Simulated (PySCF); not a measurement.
Species: C₃H₆ClFO₂S.
SMILES with atom numbers: `[CH3:1][C@H:2]([CH2:3][F:4])[S:5](=[O:6])(=[O:7])[Cl:8]` (hydrogens: H9, H10, H11 on C1; H12 on C2; H13, H14 on C3)

The same species was optimised twice, with GFN2-xTB and with PBE0-D3(BJ)/def2-SVP (PySCF), and the same property calculations (PySCF, gas phase) were run on both structures.

```csv
coordinate,GFN2-xTB,PBE0-D3(BJ)/def2-SVP,change
S5–Cl8 (Å),2.032,2.105,+0.073
S5=O7 (Å),1.426,1.448,+0.022
S5=O6 (Å),1.425,1.445,+0.020
C2–S5 (Å),1.814,1.803,-0.011
C2–C3 (Å),1.514,1.522,+0.008
C1–C2 (Å),1.507,1.512,+0.005
C3–F4 (Å),1.372,1.369,-0.003
C3–C2–S5 (°),106.2,110.6,+4.4
C1–C2–S5 (°),107.7,111.9,+4.2
O6–S5–O7 (°),119.1,122.0,+2.9
C2–C3–F4 (°),110.0,107.9,-2.1
C2–S5–O6 (°),110.7,109.1,-1.6
C2–S5–O7 (°),110.5,109.2,-1.3
C1–C2–C3 (°),115.8,114.7,-1.1
C2–S5–Cl8 (°),101.9,100.8,-1.1
C1–C2–C3–F4 (°),75,60,-15
C1–C2–S5–O6 (°),-52,-48,+4
```

Rotational constants: A = 2075, B = 1031, C = 1006 MHz (GFN2-xTB) against A = 2019, B = 1009, C = 970.9 MHz (PBE0-D3(BJ)/def2-SVP). Point groups within 0.08 Å: C1 and C1.

On the GFN2-xTB structure: lowest singlet, TDDFT (eV) 5.95 [PBE0/def2-SVPD]; lowest triplet, Tamm–Dancoff (eV) 5.31 [PBE0/def2-SVPD]; isotropic polarisability (au) 76.9 [PBE0/def2-SVPD]; HOMO (eV) -9.36 [PBE0/def2-SVPD]; LUMO (eV) -1.79 [PBE0/def2-SVPD]; dipole (D) 2.75 [PBE0/def2-SVPD]; HOMO (eV) -9.30 [PBE0/pcSseg-1]; LUMO (eV) -1.62 [PBE0/pcSseg-1]; dipole (D) 2.73 [PBE0/pcSseg-1]; GIAO shielding of C1 (ppm) 172.2 [PBE0/pcSseg-1]; GIAO shielding of C2 (ppm) 113.5 [PBE0/pcSseg-1]; GIAO shielding of C3 (ppm) 100.6 [PBE0/pcSseg-1]; GIAO shielding of F4 (ppm) 435.0 [PBE0/pcSseg-1]; GIAO shielding of S5 (ppm) 152.3 [PBE0/pcSseg-1]; GIAO shielding of O6 (ppm) 39.4 [PBE0/pcSseg-1]; GIAO shielding of O7 (ppm) 35.2 [PBE0/pcSseg-1]; GIAO shielding of Cl8 (ppm) 414.4 [PBE0/pcSseg-1].

Task: What do these properties become on the PBE0-D3(BJ)/def2-SVP structure?

Result: 
```tsv
property	level	on GFN2-xTB	on PBE0-D3(BJ)/def2-SVP	change
lowest singlet, TDDFT (eV)	PBE0/def2-SVPD	5.95	5.49	-0.46
lowest triplet, Tamm–Dancoff (eV)	PBE0/def2-SVPD	5.31	4.81	-0.50
isotropic polarisability (au)	PBE0/def2-SVPD	76.9	79.4	+2.5
HOMO (eV)	PBE0/def2-SVPD	-9.36	-9.41	-0.05
LUMO (eV)	PBE0/def2-SVPD	-1.79	-2.27	-0.48
dipole (D)	PBE0/def2-SVPD	2.75	2.61	-0.14
energy, GFN2-xTB geometry as zero (kcal/mol)	PBE0/def2-SVPD	0.0	-4.1	-4.1
HOMO (eV)	PBE0/pcSseg-1	-9.30	-9.36	-0.06
LUMO (eV)	PBE0/pcSseg-1	-1.62	-2.13	-0.51
dipole (D)	PBE0/pcSseg-1	2.73	2.59	-0.14
energy, GFN2-xTB geometry as zero (kcal/mol)	PBE0/pcSseg-1	0.0	-4.5	-4.5
GIAO shielding of C1 (ppm)	PBE0/pcSseg-1	172.2	171.9	-0.3
GIAO shielding of C2 (ppm)	PBE0/pcSseg-1	113.5	110.7	-2.8
GIAO shielding of C3 (ppm)	PBE0/pcSseg-1	100.6	102.8	+2.2
GIAO shielding of F4 (ppm)	PBE0/pcSseg-1	435.0	434.1	-0.9
GIAO shielding of S5 (ppm)	PBE0/pcSseg-1	152.3	124.3	-28.0
GIAO shielding of O6 (ppm)	PBE0/pcSseg-1	39.4	4.9	-34.5
GIAO shielding of O7 (ppm)	PBE0/pcSseg-1	35.2	1.2	-34.0
GIAO shielding of Cl8 (ppm)	PBE0/pcSseg-1	414.4	348.9	-65.5
```

The heavy atoms differ by 0.084 Å rms after alignment. Among bonds between heavy atoms S5–Cl8 changes most (+0.073 Å). Changes are differences of the printed values. Neither structure is proved a minimum here.

Shape of the structure used: `[CH3:1][C@H:2]([CH2:3][F:4])[S:5](=[O:6])(=[O:7])[Cl:8]`: C1–C2–C3–F4 60°, C1–C2–S5–O6 -48°.
